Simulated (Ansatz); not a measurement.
Mulliken charges of BClH5NOSi (`NB(Cl)O[SiH3]`) from r2SCAN/def2-TZVPP in Ansatz (PBE0-D4/def2-TZVP geometry).

```
atom   x (Å)   y (Å)   z (Å)  charge (e)
  N1  -0.769   1.297   0.802      -0.339
  B2  -0.775  -0.095   0.922       0.356
 Cl3  -1.799  -0.829   2.178      -0.214
  O4  -0.047  -0.930   0.138      -0.355
 Si5   1.014  -0.816  -1.108       0.426
  H6  -0.219   1.787   0.118       0.169
  H7  -1.321   1.886   1.399       0.185
  H8   0.468  -1.557  -2.269      -0.068
  H9   2.309  -1.403  -0.689      -0.068
 H10   1.222   0.610  -1.488      -0.092
```

Question: By hand: the dipole of these point charges (1 e Å = 4.8032 D).

Answer: Σ q r = (0.236, 0.483, -0.314) e Å, of length 0.623 e Å = 2.99 D.

Question: How does the dipole of the full density compare? (An estimate is asked.)

Answer: The calculation gave: (0.215, 0.472, -0.290) e Å, 2.85 D; the point charges give 1.05 times that, at 2° from its direction.

Point charges leave out the atoms' own dipoles, such as those of lone pairs, and Mulliken's split depends on the basis, so the close match here is no proof of good charges.
